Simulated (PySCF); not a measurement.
**Li4: fields on a plane**

Level of theory: UPBE0 in PySCF with Li def2-TZVP; no relativity; density-fitted integrals.

The triplet minimum has Li–Li 2.875 Å (×4), Li–Li 3.325 Å (×2); Li–Li–Li 54.7° (×8), Li–Li–Li 70.7° (×4).

The plane holds Li1 at (0.00, 0.00), Li2 at (2.87, 0.00), Li3 at (1.92, 2.71) Å. Columns run from x = -1.95 to 5.25 Å, rows from y = 4.95 (top) to -1.95 Å, in steps of 0.3 Å. Other isomers or separated fragments may lie lower.

Task: Give the electron localisation function (set to 0 where the density is under 0.005 e/Å³). Every second row and column.

Result: 
```
0.00 0.00 0.00 0.00 0.00 0.00 0.00 0.00 0.00 0.00 0.00 0.00 0.00
0.00 0.00 0.00 0.00 0.00 0.58 0.62 0.64 0.66 0.00 0.00 0.00 0.00
0.00 0.00 0.00 0.00 0.68 0.34 0.02 0.04 0.56 0.83 0.00 0.00 0.00
0.00 0.00 0.00 0.59 0.74 0.01 0.95 0.85 0.06 0.91 0.87 0.00 0.00
0.00 0.00 0.50 0.64 0.75 0.01 1.00 1.00 0.05 0.95 0.93 0.79 0.00
0.00 0.45 0.62 0.69 0.76 0.46 0.02 0.03 0.76 0.97 0.95 0.87 0.00
0.00 0.65 0.76 0.68 0.77 0.81 0.85 0.91 0.94 0.96 0.96 0.88 0.00
0.00 0.68 0.03 0.02 0.03 0.80 0.86 0.15 0.02 0.04 0.83 0.84 0.00
0.00 0.30 0.03 1.00 0.84 0.39 0.82 0.06 1.00 0.58 0.09 0.68 0.00
0.00 0.41 0.01 0.97 0.10 0.63 0.92 0.02 0.99 0.10 0.05 0.00 0.00
0.00 0.66 0.31 0.08 0.36 0.95 0.97 0.63 0.04 0.04 0.26 0.00 0.00
0.00 0.00 0.78 0.89 0.94 0.96 0.95 0.95 0.88 0.62 0.00 0.00 0.00
```

Task: Give the electron density (e/Å³) (cut at 5 e/Å³). Lower edges of the bins (e/Å³): '0' 0.000, '1' 0.030, '2' 0.076, '3' 0.151, '4' 0.268, '5' 0.455, '6' 0.750, '7' 1.218, '8' 1.960, '9' 3.136; top 5.00.

Result: 
```
0000000000000000000000000
0000000000000000000000000
0000000000000000000000000
0000000000000000000000000
0000000000000000000000000
0000000000001110000000000
0000000000025641000000000
0000000000139983100000000
0000000001139983110000000
0000000011124642111000000
0000000011112221111000000
0000000111111111111000000
0000001111111111111000000
0000001111111111111000000
0000011211111112211000000
0000135531111124642000000
0000159952111138993000000
0000159952111138993000000
0000035531111124641000000
0000011111111111110000000
0000000011111110000000000
0000000000000000000000000
0000000000000000000000000
0000000000000000000000000
```
